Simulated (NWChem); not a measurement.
Molecule: C2H8Si2; SMILES [SiH3]/C=C\[SiH3]

```xyz
12

Si     0.4229     1.8163     0.0000
C     -1.0690     0.6615     0.0000
C     -1.0700    -0.6847     0.0000
Si     0.4305    -1.8101     0.0000
H      1.2751     1.6182    -1.2126
H     -0.0822     3.2224     0.0000
H      1.2751     1.6182     1.2126
H     -2.0480     1.1638     0.0000
H     -2.0475    -1.1909     0.0000
H      1.6852    -0.9992     0.0000
H      0.4147    -2.6903    -1.2090
H      0.4147    -2.6903     1.2090
```
Atoms are numbered in this order, from 1.

Structure relaxed at the PBE0/def2-SVP level.

Symmetry labels are those of Cs in the frame above (b1 and b2, or b-type labels, depend on it).

**Question.** List the 6 lowest vertical singlet excitations from PBE0/6-31G* (spherical d), full TDDFT (NWChem).

**Answer.** 
```json
[
 {"state": "S1", "energy (eV)": "5.92", "oscillator strength": "0.005", "symmetry": "a\"", "leading excitation (squared amplitude)": "HOMO−1 → LUMO (0.98)"},
 {"state": "S2", "energy (eV)": "6.51", "oscillator strength": "0.357", "symmetry": "a'", "leading excitation (squared amplitude)": "HOMO → LUMO (0.96)"},
 {"state": "S3", "energy (eV)": "7.31", "oscillator strength": "0.000", "symmetry": "a\"", "leading excitation (squared amplitude)": "HOMO−2 → LUMO (0.49)"},
 {"state": "S4", "energy (eV)": "7.36", "oscillator strength": "0.008", "symmetry": "a\"", "leading excitation (squared amplitude)": "HOMO → LUMO+1 (0.52)"},
 {"state": "S5", "energy (eV)": "7.55", "oscillator strength": "0.003", "symmetry": "a\"", "leading excitation (squared amplitude)": "HOMO−4 → LUMO (0.64)"},
 {"state": "S6", "energy (eV)": "7.86", "oscillator strength": "0.056", "symmetry": "a'", "leading excitation (squared amplitude)": "HOMO−3 → LUMO (0.95)"}
]
```
